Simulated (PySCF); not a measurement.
CH$_{3}$AlF$_{2}$, triplet, at the geometry of the source list (a higher spin typed on purpose: for a closed-shell molecule this is an excited state). Base run: BLYP/def2-SV(P) run with PySCF.

Geometry (Å):
```xyz
7

Al     0.8149     0.6388     0.0257
C     -0.7383    -0.5737    -0.0226
H     -0.5408    -1.4446    -0.6476
H     -1.6147    -0.0615    -0.4176
H     -0.9776    -0.9477     0.9728
F      0.7657     2.1932    -0.5246
F      2.2907     0.1955     0.6140
```
Charge 0, spin multiplicity 3.
Orbitals are unrestricted.
All else is at PySCF's defaults.
Base energy -481.63319 Eh.

Variants of this job, named by their change:

```csv
change,ΔE vs base (mEh),grid points,electrons on the grid
base,0.000,91248,40.00000
"grids.atom_grid = (99, 590)",-0.013,224568,40.00000
grids.prune = off,0.000,147976,40.00000
grids.radi_method = delley,0.000,96712,40.00000
"grids.atom_grid = (30, 110)",0.148,17208,40.00020
grids.level = 0,84.160,6744,39.98540
grids.radi_method = mura_knowles,0.000,86200,40.00000
grids.level = 4,-0.013,162096,40.00000
grids.level = 7,-0.012,501016,40.00000
"grids.atom_grid = (50, 194)",0.143,46096,39.99978
grids.prune = dft.gen_grid.sg1_prune,0.241,38384,39.99947
```

Open shells are given as the SCF converged; they aren't shown to be the lowest states, and a large step between rows can be another state.
